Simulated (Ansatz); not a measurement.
Isolated molecules relaxed with PBE0-D4/def2-TZVP in Ansatz; ΔE leaves out vibrations. CBS: MP2 limit from def2 TZ/QZ plus the TZ coupled-cluster correction, frozen cores. DFT in def2-TZVPP. def2 core potentials past Kr. For I, Se outer-core shells are correlated without core-valence functions, which leaves a few kJ/mol of doubt a bond. Scalar relativity is left out up to krypton. Each species was taken in one conformer, which may not be the lowest.

`CC(=N)C[SeH]` + HI → `CC(=N)CI` + H₂Se  (substitution at a C–Se bond)

| level | ΔE (eV) |
| --- | --- |
| BLYP-D4 | -0.04 |
| SCS-MP2/def2-QZVPP | -0.06 |

Q: What does CCSD(T)/CBS give? (An estimate is asked.)

A: Ansatz gave: -0.06 eV. The listed levels differ from it by 0.02, 0.00 eV.

Q: What do rigid-rotor, harmonic-oscillator terms from PBE0-D4/def2-TZVP frequencies (298.15 K, 1 bar) make of the CCSD(T)/CBS value? (Best estimate.)

A: Ansatz gave: ΔZPE = +0.01 eV, ΔH = -0.06 eV, ΔS = 8 J/(mol·K), ΔG = -0.08 eV.

Largest T1 diagnostic among the species: 0.010.

At CCSD(T), def2-SVP lies +0.07 eV from the extrapolated value and def2-TZVPP +0.05 eV. Leaving LDA and LC-ωPBE aside and taking each functional with its dispersion term where it has one, the values, not all of them listed here, spread over 0.04 eV, from BLYP-D4 to CAM-B3LYP-D4.
